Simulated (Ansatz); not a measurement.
Two isomers of C3H9NSi: A = `C/C(N)=C\[SiH3]`, B = `C[C@H]1N[Si@H]1C`.

Computed with Ansatz on PBE0-D4/def2-TZVP structures; ΔE is electronic, products minus reactants. CBS: MP2 limit from def2 TZ/QZ plus the TZ coupled-cluster correction, frozen cores. Functionals use def2-TZVPP. B3LYP here is the variant with VWN-RPA as its local correlation; programs differ in this. Each species was taken in one conformer, which may not be the lowest.

A:

Z-matrix (Å, degrees):
```
C
C 1 1.496
H 1 1.094 2 110.4
H 1 1.089 2 111.9 3 120.7
H 1 1.095 2 110.7 3 -118.9
N 2 1.376 1 113.3 3 58.6
C 2 1.347 1 123.5 3 -118.5
H 6 1.006 2 117.3 1 26.1
H 6 1.006 2 116.9 1 167.5
Si 7 1.840 2 125.7 1 0.9
H 7 1.089 2 117.1 1 179.9
H 10 1.493 7 113.4 2 61.4
H 10 1.493 7 113.1 2 -59.3
H 10 1.488 7 108.7 2 -178.8
```

B:

Z-matrix (Å, degrees):
```
C
C 1 1.504
H 1 1.093 2 110.8
H 1 1.092 2 111.2 3 120.3
H 1 1.096 2 111.1 3 -120.1
N 2 1.500 1 115.3 3 -168.0
Si 2 1.835 1 127.2 3 -96.0
H 2 1.092 1 113.1 3 57.5
H 6 1.009 2 116.3 1 -119.2
C 7 1.855 2 125.6 1 -3.2
H 7 1.486 2 117.2 1 152.5
H 10 1.093 7 110.9 2 99.8
H 10 1.093 7 110.6 2 -140.4
H 10 1.091 7 110.2 2 -20.7
```

Question: Which isomer does CCSD(T)/CBS put lower? Give the gap. (An estimate is asked.)

Answer: The calculation gave: B, by 2.7 kJ/mol.

Question: Give E(B) − E(A) in kJ/mol with HF/def2-TZVPP, B2PLYP, CCSD/def2-TZVPP, r2SCAN-D4, MP2/def2-TZVPP, PBE-D4, B3LYP. (An estimate is asked.)

Answer: The calculation gave: HF/def2-TZVPP 25.6, B2PLYP 4.1, CCSD/def2-TZVPP 0.5, r2SCAN-D4 -1.0, MP2/def2-TZVPP -7.7, PBE-D4 -1.7, B3LYP 9.5. The order is the other way round with HF/def2-TZVPP, B2PLYP, B3LYP.

Largest T1 diagnostic: 0.012.

In def2-TZVPP, CCSD(T) changes the Hartree–Fock value by −25.6 kJ/mol (the triples alone add −0.4 kJ/mol) and MP2 by −33.3 kJ/mol.
